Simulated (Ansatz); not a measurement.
Program: Ansatz. Geometries: PBE0-D4/def2-TZVP. ΔE: electronic, gas phase. CCSD(T)/CBS is the MP2 limit (def2-TZVPP, def2-QZVPP) plus CCSD(T) − MP2 in def2-TZVPP, frozen cores. One conformer a species, not always the lowest.

Reaction (isomerisation): `C[SiH2][SiH]1C=N1` → `NC#C[SiH2][SiH3]`

`C[SiH2][SiH]1C=N1`:

Cartesian coordinates in Å:
```
C -1.933 -0.477 0.809
Si -0.872 0.477 -0.406
Si 1.379 0.432 0.175
C 2.649 -0.134 -0.961
N 2.308 -1.090 -0.204
H -2.982 -0.449 0.505
H -1.858 -0.049 1.811
H -1.616 -1.520 0.859
H -1.314 1.899 -0.471
H -0.969 -0.106 -1.772
H 1.818 1.122 1.414
H 3.391 -0.104 -1.760
```

`NC#C[SiH2][SiH3]`:

Cartesian coordinates in Å:
```
N 2.041 1.759 1.772
C 1.242 1.280 0.819
C 0.475 0.874 -0.030
Si -0.677 0.199 -1.243
Si -1.463 -1.854 -0.437
H 2.705 2.464 1.490
H 2.416 1.089 2.425
H -0.007 -0.006 -2.557
H -1.824 1.123 -1.462
H -2.161 -1.666 0.863
H -0.330 -2.797 -0.235
H -2.418 -2.465 -1.403
```

```
            species  MP2/CBS(def2) energy (Eh)
`C[SiH2][SiH]1C=N1`                 -713.03463
 `NC#C[SiH2][SiH3]`                 -713.01881
```

(1) Work out ΔE.

Largest T1 diagnostic among the species: 0.016.

## Answers

(1) ΔE = (-713.01881) − (-713.03463) = 0.01582 Eh = +41.5 kJ/mol. CCSD(T)/CBS gives +44.9 kJ/mol.

From PBE to PBE0 (25 % exact exchange), in def2-TZVPP and without D4, ΔE moves by −3.2 kJ/mol. In def2-TZVPP, CCSD(T) changes the Hartree–Fock value by +37.8 kJ/mol (the triples alone add +6.4 kJ/mol) and MP2 by +34.4 kJ/mol.
